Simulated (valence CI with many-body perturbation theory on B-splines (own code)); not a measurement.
The numbers below are computed, except where a source is named.
**Sensitivity of CI+MBPT for Pm21+**

Level of theory: valence CI with perturbative core correlation (CI+MBPT): four valence electrons over a frozen Dirac-Fock core [Kr], a basis of 6 s, 6 p, 5 d, 5 f, 1 g functions for each j, with the one-electron correlation potential Σ1 (screened to all orders), the two-electron term Σ2, the three-electron term Σ3, Breit, model QED; selected single and double excitations, second order for the rest, scaled by the run's own slope (own B-spline code, finite nucleus).

No measured levels were compared; by estimate terms of the open shell hold to 2 to 4 % of their energy, and close levels can change places. Only levels of the ground parity were solved; by the run's estimate the other parity begins above the list, which can be wrong where configurations are misplaced.

The reference run has the lowest level (4d3/2^4) J=0 and an ionisation energy of 652.314 eV. Its largest variational space holds 9697 state functions.

Levels are named by their leading jj configuration (3d3/2^4 stands for four electrons in 3d with j = 3/2), which in mixed levels can hold well under half, so a name can repeat and another be missing. Letters in brackets count levels of one name in rising energy.

Changed runs:
A. size limit of the variational space 10000 → 1500; second order for the rest on → off; hole-hole ladder in Σ2 on → off
B. size limit of the variational space 10000 → 1500; core polarisation of operators on → off; second order for the rest on → off
C. scale of Σ1 1 → 0; scale of Σ2 1 → 0; three-electron term on → off; natural orbitals for correlation on → off
D. cutoff of virtual states (hartree) 7442 → 104.17 (bad on purpose)

Excitation energies of the reference run in cm⁻¹, and shifts in cm⁻¹:

```csv
Level,Reference,A,B,C,D
(4d3/2^3 4d5/2) J=1,26926,-1294,+202,-1362,-58
(4d3/2^3 4d5/2) J=2,44257,-1457,+444,-1263,-79
(4d3/2^3 4d5/2) J=3,54114,-1238,+554,-502,-78
(4d3/2^3 4d5/2) J=4,54513,-1036,+796,+1235,-52
(4d3/2^2 4d5/2^2) J=0,78407,+60,+1.1,-1281,-116
(4d3/2^2 4d5/2^2) J=4 [a],82052,-2400,+727,+953,-100
(4d3/2^2 4d5/2^2) J=3 [a],89927,-1031,+825,+2580,-84
(4d3/2^2 4d5/2^2) J=2 [a],91500,+837,+876,+1784,-85
(4d3/2^2 4d5/2^2) J=5,97622,-3428,+385,+3269,-86
(4d3/2^2 4d5/2^2) J=1,101379,+694,+378,+68,-119
(4d3/2^2 4d5/2^2) J=6,104642,-4330,+237,+4033,-81
(4d3/2^2 4d5/2^2) J=4 [b],112760,-1209,+997,+3926,-97
Ionisation energy (eV),652.314,-0.461,+0.007,-4.704,-0.241
```
